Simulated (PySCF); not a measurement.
C₃H₃BrF₂, SMILES FC(F)/C=C\Br.

Coordinates come from a B3LYP-D3(BJ)/def2-SVP optimisation. The structure was generated by enumeration; whether it is a known compound was not checked. Other conformers were not sampled.

Computed with SMD-ωB97X/def2-SVP run with PySCF.

Solvation free energies are E(SMD) − E(gas) at the gas-phase geometry, for 1 M in both phases. Bromine has the revised SMD18 radius of 2.60 Å. In vacuum the dipole moment is 1.84 D.

```tsv
solvent	ΔG(solv) (kcal/mol)	its non-electrostatic (CDS) part	dipole (D)
water	(withheld)	(withheld)	(withheld)
chloroform	-5.1	-1.8	2.10
cyclohexanone	-4.7	-0.4	2.17
```

Problem. Complete the blanks. (The exact figures need the calculation; the answer reports its results.)

Solution. 
- water, ΔG(solv) (kcal/mol): -1.5
- water, its non-electrostatic (CDS) part: 3.2
- water, dipole (D): 2.20
